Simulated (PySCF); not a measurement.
Vanadium: a sound run and one with changed settings

Sound run: V [Ar] 3d3 4s2, V⁺ [Ar] 3d4. Calculation: PySCF 2.14, in cc-pVDZ-DK; scalar relativity by spin-free X2C-1e. In the sound run the correlated levels freeze [Ar]. The sound run starts from symmetry-adapted Hartree-Fock orbitals and uses a fine grid where one is needed.

Changed run: initial guess minao, at most 50 SCF cycles.

| species | method | sound run (hartree) | changed run (hartree) | converged |
| --- | --- | --- | --- | --- |
| V | UHF | -948.14002 | -948.14002 | yes |
| V | BP86 | -949.30556 | -949.31109 | yes |
| V | PBE | -948.94033 | -948.94595 | yes |
| V | MP2 | -948.18977 | -948.18977 | yes |
| V⁺ | UHF | -947.91369 | -947.92938 | yes |
| V⁺ | BP86 | -949.06320 | -949.06796 | yes |
| V⁺ | PBE | -948.70658 | -948.71047 | yes |

The plain start fixes occupations by D2h representation alone, and V at BP86, V at PBE, V⁺ at UHF, V⁺ at BP86, V⁺ at PBE landed in another state (other ⟨L²⟩ or ⟨S²⟩).
